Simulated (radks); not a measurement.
Problem. Species: the rhenium ion Re4+. Configuration: [Xe] 4f14 5d1 6d2 (not the ground configuration). Method: Dirac Kohn-Sham, AM05, spin-unpolarised, spherical densities, finite nucleus; open shells are shared between the two j in proportion to 2j + 1; Fermi nuclear charge, rms radius 5.3698 fm; computed with a radial shooting solver on a logarithmic mesh with Libxc functionals. Some entries of the table are withheld. Estimate them.

| orbital | occ. | eigenvalue (hartree) | r(max) (bohr) |
|---|---|---|---|
| 1s1/2 | 2 | -2628.941 | 0.01125 |
| 2s1/2 | 2 | -457.4189 | 0.06477 |
| 2p1/2 | 2 | -437.9685 | 0.04803 |
| 2p3/2 | 4 | -385.1308 | 0.05498 |
| 3s1/2 | 2 | -107.5779 | 0.1824 |
| 3p1/2 | 2 | (1) | 0.1706 |
| 3p3/2 | 4 | (2) | 0.1848 |
| 3d3/2 | 4 | -72.68783 | (3) |
| 3d5/2 | 6 | -70.19459 | (4) |
| 4s1/2 | 2 | -24.17331 | 0.4132 |
| 4p1/2 | 2 | -20.53476 | 0.4125 |
| 4p3/2 | 4 | -17.85096 | 0.4425 |
| 4d3/2 | 4 | -11.86154 | 0.4381 |
| 4d5/2 | 6 | -11.36535 | 0.4476 |
| 5s1/2 | 2 | (5) | 0.9340 |
| 5p1/2 | 2 | (6) | 0.9934 |
| 4f5/2 | 6 | -3.81097 | (7) |
| 4f7/2 | 8 | -3.71788 | (8) |
| 5p3/2 | 4 | (9) | 1.070 |
| 5d3/2 | 0.4 | -2.13015 | 1.280 |
| 5d5/2 | 0.6 | -2.07585 | 1.309 |
| 6d3/2 | 0.8 | -0.89795 | 3.297 |
| 6d5/2 | 1.2 | -0.88632 | 3.340 |

Solution. 
(1) 3p1/2 eigenvalue (hartree): -98.86294
(2) 3p3/2 eigenvalue (hartree): -87.38945
(3) 3d3/2 r(max) (bohr): 0.1445
(4) 3d5/2 r(max) (bohr): 0.1484
(5) 5s1/2 eigenvalue (hartree): -5.28329
(6) 5p1/2 eigenvalue (hartree): -4.14978
(7) 4f5/2 r(max) (bohr): 0.4136
(8) 4f7/2 r(max) (bohr): 0.4185
(9) 5p3/2 eigenvalue (hartree): -3.71000
